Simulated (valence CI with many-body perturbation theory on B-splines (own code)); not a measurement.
## Missing levels of Cs XVII

Level of theory: configuration interaction combined with many-body perturbation theory (CI+MBPT): three valence electrons over a frozen Dirac-Fock core [Kr], radial functions for each j: 9 s, 9 p, 10 d, 8 f, 5 g, 3 h, 1 i, with the one-electron correlation potential Σ1, the two-electron term Σ2, the three-electron term Σ3, Breit, model QED; selected CI, second order for the rest (own B-spline code, finite nucleus).

No measured spectrum was set against this ion. As an estimate, terms of the open shell hold to 2 to 4 % of their energy, and close levels can change places. Only levels of the ground parity were solved; by the run's estimate the other parity begins above the list, which can be wrong where configurations are misplaced.

| Level | E (cm⁻¹) |
| --- | --- |
| 4d³ ⁴F_3/2 | 0.0 |
| 4d³ ⁴F_5/2 | 13519 |
| 4d³ ⁴F_7/2 | 24055 |
| 4d³ ⁴F_9/2 | 30616 |
| 4d³ ⁴P_3/2 | 31072 |
| 4d³ ⁴P_1/2 | 35807 |
| 4d³ ²G_7/2 | 48304 |
| 4d³ ²H_9/2 | 50137 |
| 4d³ ⁴P_5/2 | 51987 |
| 4d³ ²D_3/2 [a] | 59442 |
| 4d³ ²P_1/2 | ? |
| 4d³ ²H_11/2 | ? |
| 4d³ ²D_5/2 [a] | ? |
| 4d³ ²G_9/2 | 77923 |
| 4d³ ²F_5/2 | ? |
| 4d³ ²F_7/2 | ? |
| 4d³ ²P_3/2 | 87327 |
| 4d³ ²D_3/2 [b] | ? |
| 4d³ ²D_5/2 [b] | 128600 |

Names give the largest LS component (configuration and term), which can be under half, so a name can repeat, a term be missing and a line seem to break the LS rules; names also repeat where a configuration has a term twice. Letters in brackets count levels of one name in rising energy.

Task: The levels stand in rising order. What does the calculation give for the missing energies?

Result: 4d³ ²P_1/2 63211; 4d³ ²H_11/2 66803; 4d³ ²D_5/2 [a] 72959; 4d³ ²F_5/2 83238; 4d³ ²F_7/2 84971; 4d³ ²D_3/2 [b] 125730.
